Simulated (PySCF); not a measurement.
HHfN + Br₂ → BrHfN + HBr

Level: PBE0 in the def2-TZVP basis family, computed in PySCF with density fitting; scalar-relativistic core potentials for atoms from Rb on, none lighter, no spin–orbit coupling; open shells unrestricted.

```csv
species,state and structure,E (Eh),ZPE (kJ/mol),H(298 K) − H(0) (kJ/mol),S° (J/(mol K))
HHfN,"singlet, Cs, Hf–H 1.869 Å, Hf–N 1.723 Å; H–Hf–N 101.5°",-103.17556,18.6,10.6,262.2
Br₂,"singlet, D∞h, Br–Br 2.281 Å",-5147.70672,2.0,9.7,244.8
BrHfN,"singlet, Cs, Hf–Br 2.537 Å, Hf–N 1.721 Å; Br–Hf–N 109.7°",-2676.53523,8.3,13.0,310.0
HBr,"singlet, C∞v, H–Br 1.421 Å",-2574.45811,16.0,8.7,198.5
```

Problem. What is the electronic reaction energy?

Solution. At PBE0/def2-TZVP, ΔE = -291.6 kJ/mol from the differences of the total energies times 2625.5, downhill. 

Problem. Add zero-point, thermal and entropy terms for 298.15 K and 1 bar.

Solution. ΔZPE = 3.7 and Δ[H(298) − H(0)] = 1.4 kJ/mol give ΔH° = -286.5 kJ/mol. ΔS° = 1.5 J/(mol K), so ΔG° = -286.5 − 298.15 × (0.0015) = -287 kJ/mol.

Spin–orbit coupling can matter for HHfN, BrHfN and is left out. The structures come from searches over a few start shapes, so lower isomers are not excluded.
